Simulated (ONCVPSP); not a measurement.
# What the settings do to the ONCV potential of Fe (Z = 26)

Base potential:

```
Element                 : iron (Fe)
Generator               : ONCVPSP 4.0.1
Type                    : optimised norm-conserving Vanderbilt (ONCV)
Functional              : PBE
Relativity              : scalar-relativistic
Frozen core             : [Ne] 3s2
Valence charge          : 14
Reference configuration : 3p6 3d6 4s2
Partial waves           : 4s: rc 2.35 bohr, ncon 5, nbas 10, qcut 2.3 1/bohr, 3 projectors, debl 0.6 Ha; 3p: rc 1.35 bohr, ncon 4, nbas 7, qcut 9.1 1/bohr, 1 projector; 3d: rc 1.55 bohr, ncon 4, nbas 8, qcut 12.4 1/bohr, 2 projectors, debl 3.8 Ha
Local potential         : polynomial inside 1.15 bohr (lpopt 5, dvloc0 0 Ha)
Core correction         : Teter function, fcfact 2.25, rcfact 1.55
```

Cutoffs, loose and tight: the cutoffs (Ha) at which the residual kinetic energy of the hardest occupied pseudo-wave falls to 1 and 0.1 mHa per electron. They do not see the model core or the augmentation charge, which bear on the density cutoff. Test errors are all-electron minus pseudo excitation energies from the reference, over the configurations 3p6 3d6 4s1; 3p6 3d6 4s0; 3p6 3d5 4s0; 3p6 3d6 4s1 4p1. A dash means not determined; rows that change the core or the reference have their own tests. The largest error is taken over the tests solved by every variant that gives reliable tests at all: 3p6 3d6 4s0; 3p6 3d6 4s1; 3p6 3d6 4s1 4p1.

A true bound ghost makes a file unfit for plane-wave use even where its test errors are small: the radial tests pick states by their node count and pass the ghost by.

| change | outcome | cutoff, loose | cutoff, tight | bound ghosts | GHOST(+) flags above zero | largest test error (meV) |
| --- | --- | --- | --- | --- | --- | --- |
| base | generated | 50 Ha | 57 Ha | s | s | -14 |
| local potential polynomial inside 1.15 bohr (lpopt 5, dvloc0 -2 Ha) | generated | 50 Ha | 57 Ha | s | none | +14 |
| local potential polynomial inside 1.15 bohr (lpopt 5, dvloc0 -1 Ha) | generated | 50 Ha | 57 Ha | s | s | -13 |
| local potential polynomial inside 1.15 bohr (lpopt 5, dvloc0 0.5 Ha) | generated | 50 Ha | 57 Ha | s | s | -14 |
| local potential polynomial inside 1.15 bohr (lpopt 5, dvloc0 2 Ha) | generated | 50 Ha | 57 Ha | s | s | -14 |
| local potential polynomial inside 1.15 bohr (lpopt 5, dvloc0 4 Ha) | generated | 50 Ha | 57 Ha | s | s | -26 |
| local potential polynomial inside 1.15 bohr (lpopt 5, dvloc0 4.5 Ha) | generated | 50 Ha | 57 Ha | s | s | -29 |
| local potential polynomial inside 1.15 bohr (lpopt 5, dvloc0 6.5 Ha) | generated | 50 Ha | 57 Ha | s | s | -39 |
| local potential polynomial inside 1.15 bohr (lpopt 5, dvloc0 8 Ha) | generated | 50 Ha | 57 Ha | s | s | -46 |
| local potential polynomial inside 1.15 bohr (lpopt 5, dvloc0 9 Ha) | generated | 50 Ha | 57 Ha | s | s | -50 |

Reading the sweep of the dvloc0 (base included, trends over the rows without a ghost): Bound ghosts are found at -2, -1, 0, 0.5, 2, 4, 4.5, 6.5, 8, 9 Ha. Every judged row has one, so this setting neither creates nor removes them.
